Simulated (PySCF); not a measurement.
CTe2, SMILES [Te]=C=[Te].

Coordinates come from a B3LYP-D3(BJ)/def2-TZVP optimisation. The def2 effective core potentials stand for the cores of Te; spin–orbit coupling is left out.

Calculation: PBE/def2-TZVPD in PySCF.

Gas-phase values at a fixed geometry.

| Property | Result |
|---|---|
| total energy | -574.08026 hartree |
| point group | D∞h |
| highest occupied level | -5.69 eV |
| lowest empty level | -3.24 eV |
| orbital gap | 2.45 eV |
| dipole moment | 0.000 e·Å |
| quadrupole, principal values (traceless, Buckingham form, about the centre of nuclear charge) | -4.29, -4.29, 8.57 D·Å |
| mean static polarisability | 110.3 bohr³ (16.35 Å³) |
| polarisability, principal values | 70.7, 70.7, 189.6 bohr³ |
